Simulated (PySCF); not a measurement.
BHO, SMILES B=O.

The structure is a stationary point at PBE0-D3(BJ)/def2-TZVPD.

The numbers are results of PySCF with CAM-B3LYP/def2-TZVPD, not measurements.

The molecule is in vacuum.

```json
{
 "total_energy": "-100.71139 hartree",
 "point_group": "C∞v",
 "highest_occupied_level": "-11.96 eV",
 "lowest_empty_level": "0.67 eV",
 "orbital_gap": "12.64 eV",
 "dipole_moment": "2.86 D",
 "quadrupole, principal values (traceless, Buckingham form, about the centre of nuclear charge)": "-0.14, -0.14, 0.28 D·Å",
 "mean_static_polarisability": "16.7 bohr³ (2.48 Å³)",
 "polarisability_principal_values": "14.5, 14.5, 21.3 bohr³"
}
```
